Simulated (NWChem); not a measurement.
Molecule: C2H5BF2O; SMILES C[C@H](O)B(F)F

```xyz
11

C     -1.1958    -1.3548     0.4743
C     -0.0761    -0.7423    -0.3671
O      1.1641    -1.3709    -0.1575
B      0.0692     0.7980    -0.0752
F     -0.9735     1.5952    -0.2448
F      1.1860     1.3556     0.3351
H     -0.9455    -1.3134     1.5457
H     -1.3493    -2.4140     0.2082
H     -2.1508    -0.8313     0.3174
H     -0.3861    -0.8072    -1.4356
H      1.0650    -2.3070    -0.3602
```
Atoms are numbered in this order, from 1.

Level: PBE0/def2-SVP (NWChem), optimised geometry, unscaled harmonic frequencies. 

```csv
frequency (cm⁻¹),IR intensity (km/mol)
39,1.0
181,0.6
216,0.2
275,0.2
324,87.4
385,46.4
461,17.5
504,23.9
660,23.6
754,10.3
925,7.4
1008,8.3
1093,11.3
1168,153.6
1202,32.4
1283,123.6
1335,57.9
1382,18.7
1430,118.2
1450,159.1
1469,15.8
1505,95.9
2954,47.2
3048,16.7
3139,16.5
3164,9.8
3874,28.3
```

- zero-point energy = 50.3 kcal/mol
- thermal correction to the enthalpy at 298.15 K (with zero-point energy) = 55.2 kcal/mol
- heat capacity Cv = 23.0 cal/(mol K)
- entropy at 298.15 K and 1 atm (symmetry number 1) = 82.4 cal/(mol K)
- dipole moment = 2.74 D

Rigid rotor and harmonic oscillator; modes under 100 cm⁻¹ make the entropy uncertain.
